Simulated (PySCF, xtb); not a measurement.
CH8Cl2Si3, SMILES [SiH3]C[Si]([SiH3])(Cl)Cl. One conformer was computed; it need not be the lowest.

Harmonic wavenumbers (cm⁻¹) from GFN2-xTB (xtb) at its own minimum, in rising order: 31, 42, 80, 94, 100, 122, 145, 176, 206, 352, 442, 450, 472, 489, 509, 523, 677, 699, 766, 778, 781, 789, 792, 798, 806, 1018, 1136, 1443, 2243, 2246, 2250, 2252, 2257, 2287, 2958, 2977.

What does PBE-D3(BJ)/def2-SVP run with PySCF 2.14.0 give at its own minimum? (An estimate is asked for; the answer gives what the named calculation found.)

26, 78, 95, 110, 118, 124, 166, 196, 223, 372, 472, 484, 492, 525, 559, 577, 697, 735, 748, 829, 890, 897, 899, 910, 915, 971, 1026, 1319, 2155, 2163, 2169, 2174, 2183, 2192, 2984, 3051. Paired by order, the mean absolute difference is 54 cm⁻¹ and the zero-point energies are 48.9 and 49.4 kcal/mol.
